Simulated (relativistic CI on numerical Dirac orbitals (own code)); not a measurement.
**Pb XXIII: sensitivity of the levels to the model**

Base calculation: Dirac-Coulomb-Breit CI, orbitals from a KLI potential per configuration, model QED (radiative potential, 1s self-energy scaled to tabulated hydrogen-like ionisation energies), unscaled Slater integrals.

Configurations in the expansion (outside the closed core [Kr]): 4d10 4f13 5s, 4d10 4f13 5p, 4d10 4f14, 4d10 4f12 5s2, 4d10 4f13 5d, 4d10 4f11 5s 5p2, 4d10 4f12 5s 5p, 4d10 4f11 5s2 5p, 4d10 4f12 5p2, 4d10 4f13 5f, 4d9 4f14 5s, 4d10 4f11 5s 5d2, 4d10 4f11 5s2 5d, 4d10 4f12 5s 5d, 4d9 4f14 5p, 4d10 4f13 6s, 4d10 4f11 5s2 5f, 4d10 4f12 5d2, 4d10 4f12 5p 5f, 4d10 4f13 6p, 4d10 4f12 5s 6s, 4d9 4f14 5d, 4d10 4f12 5s 5g, 4d10 4f12 5s 6d, 4d10 4f13 6f, 4d9 4f13 5s 5p, 4d9 4f12 5s2 5d, 4d10 4f13 7p, 4d10 4f12 5s 7s, 4d8 4f14 5s2, 4d9 4f14 5g, 4d10 4f13 7f, 4d8 4f13 5s2 5p. Levels of other configurations are missing.

Variants: (1) Breit term removed; (2) only the first 3 configurations. Shifts of the energy above 4d10 4f14 1S_0, in cm⁻¹, for the lowest level and the first level of each name with at least 55 % of one term (blank where a level changes its place among those of its configuration and J or its character, or is not in the variant):

| Level | Base | Δ(1) | Δ(2) |
| --- | --- | --- | --- |
| 4d10 4f14 1S_0 | 0 | 0 | 0 |
| 4d10 4f13 5s 3F°_4 | 347252 | -4507 | +157 |
| 4d10 4f13 5s 3F°_3 | 352954 | -4535 | +143 |
| 4d10 4f13 5s 3F°_2 | 388286 | -2945 | +301 |
| 4d10 4f13 5s 1F°_3 | 394070 | -2885 | -140 |
| 4d10 4f13 5p 3D_3 | 739198 | -7103 | +2021 |
| 4d10 4f12 5s2 3H_6 | 739248 | -9235 |  |
| 4d10 4f12 5s2 3F_4 | 750116 | -9964 |  |
| 4d10 4f12 5s2 3H_5 | 777677 | -7918 |  |
| 4d10 4f13 5p 3G_3 | 781351 | -5313 | +1377 |
| 4d10 4f12 5s2 3F_3 | 791671 | -8507 |  |
| 4d10 4f12 5s2 3P_0 | 829274 | -10447 |  |
| 4d10 4f12 5s2 1I_6 | 835585 | -7348 |  |
| 4d10 4f12 5s2 3P_1 | 842825 | -9238 |  |
| 4d10 4f12 5s2 1S_0 | 937982 | -8318 |  |
| 4d10 4f13 5p 3G_5 | 1002645 | -4117 | +1434 |
| 4d10 4f13 5p 3F_4 | 1023435 | -4193 | +1173 |
| 4d10 4f13 5p 3D_1 | 1034228 | -2741 | +2421 |
| 4d10 4f12 5s 5p 5D°_0 | 1182189 | -12798 |  |

At this charge transitions that keep the count of f electrons are usually good to a few per cent. Terms inside the open d or f shell come out 10 to 20 % too wide with unscaled integrals. Levels that differ in their count of f electrons can be misplaced by several ten thousand cm⁻¹, since the correlation energy of f electrons is missing or only estimated; rates across such gaps can be off by orders of magnitude. The computed lowest level isn't the tabulated ground level, which NIST ASD gives as 4f13 5s °; for such ions that label comes from theory and may be the wrong one.

Ionisation energy from one configuration of each of the two ions, the ground ones as tabulated or assumed: base 630.089 eV; Breit term removed 630.629 eV. The NIST ASD value (theoretical) is 650 ± 30 eV.

LS names give the leading component of a level, which can be under half, so a name can repeat, a term be missing and a line seem to break the LS rules.
